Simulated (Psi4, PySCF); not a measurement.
Input for PySCF:
```python
from pyscf import gto, scf, dft

mol = gto.M(
    atom='''
C     0.038313    0.377487   -0.001989
C     1.239353   -0.086885   -0.037293
F    -1.073317   -0.381698    0.033302
H    -0.247823    1.437296    0.004333
H     2.241676    0.254371   -0.068359
''',
    basis='6-31g**',
    charge=0,
    spin=1,
    verbose=4,
)

mf = dft.UKS(mol)
mf.xc = 'r2scan'
mf.grids.atom_grid = (99, 590)
mf.grids.prune = None
mf.kernel()
```

Task: Convert this to an input for Psi4.

Result: One answer among several that fit: 
```
memory 2 GB

molecule mol {
0 2
C     0.038313    0.377487   -0.001989
C     1.239353   -0.086885   -0.037293
F    -1.073317   -0.381698    0.033302
H    -0.247823    1.437296    0.004333
H     2.241676    0.254371   -0.068359
}

set {
  basis 6-31g**
  reference uks
  scf_type pk
  puream true
  d_convergence 1e-8
  dft_radial_points 99
  dft_spherical_points 590
}

energy('r2scan')
print_variables()
```

Both were run: PySCF gave -177.038760 Eh and Psi4 -177.038757 Eh, 0.004 mEh apart.
